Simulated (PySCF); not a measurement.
# ¹⁹F chemical shifts

- geometry from GFN2-xTB
- σ from GIAO-PBE0/pcSseg-1
- program: PySCF 2.14.0 with density-fitted response routines
- equivalent nuclei averaged, no solvent model, no relativistic terms, single conformer

Shieldings were converted by a linear fit to measured shifts: ¹⁹F: δ = 146.13 − 0.903σ +14.6 on sp3 carbon (rms 6.0 ppm, 223 shifts, 7.0 ppm with the 5 outliers that the fit left out vs CFCl3, solution or neat liquid). Occasional misses reach two or three times the rms, and more in compound classes unlike the fitted ones.

(1) Give the ¹⁹F shifts of `O[Si@@]1(C(F)(F)F)C[C@H]1C(F)(F)F`, `O[C@H](CF)C(F)F`.

(2) Order these by ¹⁹F shift, lowest first.
A. COCC(F)(F)F
B. CS(=O)(=O)C1(OC(F)(F)F)CC1
C. O=C(F)c1ccsc1

## Answers

(1) 
```
                                                                           compound                              environment  δ (ppm)
[OH:1][Si@@:2]1([C:3]([F:4])([F:5])[F:6])[CH2:7][C@H:8]1[C:9]([F:10])([F:11])[F:12]     F4/5/6: fluorine of a CF3 group (×3)    -59.6
[OH:1][Si@@:2]1([C:3]([F:4])([F:5])[F:6])[CH2:7][C@H:8]1[C:9]([F:10])([F:11])[F:12]  F10/11/12: fluorine of a CF3 group (×3)    -62.8
                                      [OH:1][C@H:2]([CH2:3][F:4])[CH:5]([F:6])[F:7]              F7: fluorine of a CF2 group   -127.1
                                      [OH:1][C@H:2]([CH2:3][F:4])[CH:5]([F:6])[F:7]              F6: fluorine of a CF2 group   -136.6
                                      [OH:1][C@H:2]([CH2:3][F:4])[CH:5]([F:6])[F:7]            F4: fluorine on an sp3 carbon   -241.9
```

(2) A (-70.8 ppm, fluorine of a CF3 group), B (-53.7 ppm, fluorine of an OCF3 group), C (16.8 ppm, fluorine bonded to C).
